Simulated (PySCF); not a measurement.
Stepwise substitution at one centre (Sn F-H). Isolated molecules, 0 K electronic values unless said otherwise. Strings in code marks are SMILES.

Calculation: M06-2X/def2-TZVP // PBE0-D3(BJ)/def2-TZVP (PySCF). All candidates: neutral, multiplicity 1. Delta-SCF ions had no search for a lower state. Excitations are Tamm–Dancoff values on a coarser integration grid. The basis has no diffuse functions, so Rydberg states are missing or too high.

```
Property                                   Value
--------------------------------------  --------
LUMO                                    -0.22 eV
T1 excitation (TDA)                      6.84 eV
vertical ionisation energy (Delta-SCF)  12.68 eV
```

**Question.** Say which member has these values.
A) `[F][SnH]([F])[F]`
B) `[F][SnH2][F]`
C) `[F][SnH3]`

**Answer.** B, `[F][SnH2][F]`. The others give `[F][SnH3]`: -0.20 eV, 6.88 eV, 12.03 eV; `[F][SnH]([F])[F]`: -1.06 eV, 6.89 eV, 14.03 eV
